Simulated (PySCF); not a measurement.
C3H3BrF2, SMILES F[C@@H]1[C@H](F)[C@H]1Br. Coordinates come from a PBE0-D3(BJ)/def2-SVP optimisation. The structure was generated by enumeration; whether it is a known compound was not checked.

Computed equilibrium geometry at PBE0-D3(BJ)/def2-SVP (PySCF confirms it by a frequency run) as a Z-matrix, and its point group:
point group Cs.
```
C
H 1 1.0940
C 1 1.4949 2 114.62
F 3 1.3453 1 117.17 2 3.09
H 3 1.0956 4 113.50 1 -145.56
C 1 1.4949 2 114.62 3 -66.90
F 6 1.3453 1 117.17 2 -3.09
H 6 1.0956 7 113.50 1 145.56
Br 1 1.9015 2 113.64 3 146.55
```
